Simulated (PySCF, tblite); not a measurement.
Species: C3H7ClOSi2.
Geometry (GFN2-xTB, Å), atoms numbered from 1 in this order:
```xyz
14
C3H7ClOSi2 angstrom
O     -1.4491    2.3807    0.6512
C     -1.7950    1.2746    0.5213
C     -2.0078    0.0243    0.2958
Cl    -3.4676   -0.8048    0.7572
Si    -0.7302   -1.0485   -0.6140
C      0.8476   -0.0387   -0.8803
Si     1.8955    0.3178    0.6727
H     -0.5140   -2.2256    0.2312
H     -1.3559   -1.4433   -1.8833
H      1.4709   -0.5629   -1.6040
H      0.5863    0.9133   -1.3428
H      3.0541    1.1217    0.2741
H      1.0997    1.0407    1.6616
H      2.3649   -0.9498    1.2371
```

Jobs on this species (14 atoms, 78 electrons) with PySCF (density fitting) and tblite. Hardware of each: one thread, Arm Neoverse V1 (aarch64), on a shared host. Times come from a shared host and carry two figures at best.

```csv
level and settings,work,basis functions,SCF cycles,wall time
GFN2-xTB,Hessian by finite differences,–,–,0.58 s
GFN2-xTB,L-BFGS relaxation,–,–,?
PBE0/pcSseg-1,"shieldings, charges and field gradients",175,14,34 s
```

Q: Fill in the missing figures.

A: 
- GFN2-xTB; L-BFGS relaxation: 1.0 s

Q: What do all jobs in the table cost together?

A: About 36 s; the longest takes about 96 % of that, and about 59 times as long as the shortest.
